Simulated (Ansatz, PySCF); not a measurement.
C2H5AlBr2, singlet, geometry from GFN2-xTB (such geometries of metal compounds can be far from the true shape). Base run: PySCF with CASSCF(4,5)/STO-3G.

The PySCF input:
```python
from pyscf import gto, scf, mcscf
import numpy

mol = gto.M(
    atom='''
Al   -0.083528    0.153987   -0.398881
Br   -0.474538   -1.715813    0.811563
Br    1.069201    1.828480    0.591970
C    -0.737505    0.309692   -2.274587
C    -1.493075   -0.948223   -2.733556
H     0.100565    0.501883   -2.960106
H    -1.391106    1.187338   -2.383125
H    -2.360949   -1.135482   -2.101053
H    -0.852282   -1.828746   -2.684609
H    -1.840098   -0.838990   -3.760485
''',
    basis='sto-3g',
    charge=0,
    spin=0,
    verbose=4,
)

mf = scf.RHF(mol)
mf.kernel()
mc = mcscf.CASSCF(mf, 5, 4)
mc.fix_spin_(ss=0.0)
mc.kernel()
occ = numpy.linalg.eigvalsh(mc.fcisolver.make_rdm1(mc.ci, mc.ncas, mc.nelecas))[::-1]
ss = mc.fcisolver.spin_square(mc.ci, mc.ncas, mc.nelecas)[0]
print('natural occupations', occ.round(4), ' <S^2>', round(ss, 4))
```

Programs used: Ansatz (a program for electronic structure), PySCF; a row that names a program was run with it.

Each row names what was changed in the base input (with any setting that the change needs).

| change | ΔE vs base (kcal/mol) | natural occupations | <S^2> of the state | outcome |
|---|---|---|---|---|
| base | 0.000 | 1.99 1.97 0.03 0.01 0.00 | 0.00 | converged |
| code = ansatz; correction = SC-NEVPT2, all electrons | -80.9 | - | - | converged |
| correction = SC-NEVPT2 | -80.2 | 1.99 1.97 0.03 0.01 0.00 | 0.00 | converged |
| fix_spin_ = off | 0.000 | 1.99 1.97 0.03 0.01 0.00 | 0.00 | converged |
| active space = 4 electrons, 6 orbitals | -0.472 | 1.99 1.97 0.03 0.01 0.00 0.00 | 0.00 | converged |
| active space = 2 electrons, 4 orbitals | 4.80 | 1.97 0.03 0.00 0.00 | 0.00 | converged |
| orbitals = fixed (CASCI); correction = SC-NEVPT2 | -75.6 | 2.00 2.00 0.00 0.00 0.00 | 0.00 | converged |
| start = MP2 natural orbitals | -6.56 | 1.98 1.97 0.03 0.02 0.00 | 0.00 | converged |
| code = ansatz | -6.55 | - | - | converged |
| conv_tol = 1e-5 | 0.122 | 1.99 1.97 0.03 0.01 0.00 | 0.00 | converged |
| active space = 8 electrons, 8 orbitals | - | - | - | not converged |

Active orbitals are taken around the Fermi level unless the row says otherwise; CASSCF can end in different local minima, and two programs can end on different orbitals. State-averaged rows give the lowest state.
